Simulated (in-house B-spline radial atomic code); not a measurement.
Computed with a B-spline radial atomic code. Model: two electrons, singlet ground state, non-relativistic, full CI in B-splines with partial waves to l = 8 (at full coupling up to 3e-4 hartree above the limit, correlation up to 0.6 % small), density held at that of full coupling by Lieb maximisation.

W(λ) is the mean repulsion in the state of coupling λ less the Hartree energy of the fixed density. Its start is exact exchange, its initial slope is twice the second-order Görling-Levy correlation energy, and its area from 0 to 1 is E_xc. A straight curve means weak, dynamic correlation, and a curve that drops fast and flattens means strong correlation.

Command:
```bash
python run_ac.py task.json out
```
Settings (lengths in bohr, energies in hartree):
```
potential              coulomb
strength               3.91
lmax                   8
wall_radius            1.14
```

Cost of the run: 2.2 s on 1 thread of Intel(R) Xeon(R) Processor @ 2.30GHz, with other jobs on the host.

**W = mean repulsion less Hartree energy, and W of three functionals.**

Given: confinement point charge; nuclear charge 3.91; hard wall radius 1.14 bohr; external potential -Z/r.

Computed: PBE exchange minus exact 65.824 millihartree; SCAN exchange minus exact 5.1271 millihartree.

| coupling | W xc (hartree) | W xc minus exchange (millihartree) | kinetic minus Kohn-Sham (millihartree) | LDA (PW92) W minus its exchange (millihartree) | PBE W minus its exchange (millihartree) | SCAN W minus its exchange (millihartree) |
| --- | --- | --- | --- | --- | --- | --- |
| 0 | -2.434 | 0 | 0 | 0 | 0 | 0 |
| 0.02 | -2.4359 | -1.85 | 0 | -14.03 | -2.03 | -1.87 |
| 0.05 | ? | ? | ? | ? | ? | ? |
| 0.12 | ? | ? | ? | ? | ? | ? |
| 0.25 | -2.4566 | -22.627 | 2.8 | -100.8 | -25.55 | -22.39 |
| 0.4 | -2.4697 | -35.701 | 7.1 | -140.77 | -40.67 | -35.09 |
| 0.6 | -2.4866 | -52.577 | 15.5 | -185.72 | -60.33 | -51.35 |
| 0.8 | -2.5029 | -68.849 | 26.9 | -224.52 | -79.36 | -66.92 |
| 1 | -2.5186 | -84.547 | 41 | -259.02 | -97.74 | -81.87 |
| 1.4 | -2.5483 | -114.33 | 76.7 | -318.87 | -132.6 | -110.13 |
| 2 | -2.5894 | -155.38 | 146.2 | -393.19 | -180.5 | -148.96 |
| 3 | -2.6495 | -215.53 | 295.8 | -491.38 | -250.4 | -205.92 |
| 4.5 | -2.7244 | -290.41 | 574.6 | -603.04 | -337.18 | -277.4 |
| 7 | -2.82 | -386.05 | 1118.2 | -736.71 | -448.74 | -370.4 |
| 10 | -2.9033 | -469.31 | 1819.2 | -849.91 | -548.02 | -453.52 |

What belongs in the row 0.05?

W xc (hartree): -2.4386; W xc minus exchange (millihartree): -4.612; kinetic minus Kohn-Sham (millihartree): 0.1; LDA (PW92) W minus its exchange (millihartree): -29.53; PBE W minus its exchange (millihartree): -5.09; SCAN W minus its exchange (millihartree): -4.64.

What belongs in the row 0.12?

W xc (hartree): -2.445; W xc minus exchange (millihartree): -10.995; kinetic minus Kohn-Sham (millihartree): 0.7; LDA (PW92) W minus its exchange (millihartree): -58.42; PBE W minus its exchange (millihartree): -12.26; SCAN W minus its exchange (millihartree): -10.98.

What is the LDA exchange minus exact?

351.14 millihartree.

**Energy parts, natural occupations and partial-wave weights.**

Computed: total energy -12.5697 hartree; exchange energy -2.434 hartree; correlation energy -0.043569 hartree; kinetic part over minus potential part 0.48468; Hartree energy 4.868 hartree; Kohn-Sham kinetic 15.063 hartree; Lieb Oxford ratio E_xc over LDA exchange 1.1895.

| natural | occupation of the shell (electrons) |
| --- | --- |
| s | 1.997 |
| p | 0.0019947 |
| s | 0.00075836 |
| d | ? |
| p | 5.536e-05 |
| f | 1.3754e-05 |

What belongs in the row d?

occupation of the shell (electrons): 0.0001021.

| wave | weight |
| --- | --- |
| s | 0.99891 |
| p | 0.0010272 |
| d | ? |
| f | 8.0863e-06 |
| g | 1.9093e-06 |

What belongs in the row d?

weight: 5.6081e-05.

What is the kinetic part of the DFT correlation energy?

0.040978 hartree.

What is the initial slope twice GL2?

-0.092678 hartree.

Half-way to full coupling W has made 52 % of its drop, against 50 % for a straight line, and second-order (GL2) theory, half the initial slope, overshoots the correlation energy by about 6 %: correlation is weak here. Over couplings 0 to 1 the errors in E_xc come to about +240 millihartree for LDA, +59 millihartree for PBE, +6.2 millihartree for SCAN, so SCAN is nearest. In LDA and PBE the errors of exchange and correlation have opposite signs, so the sum is smaller than the larger of the two.
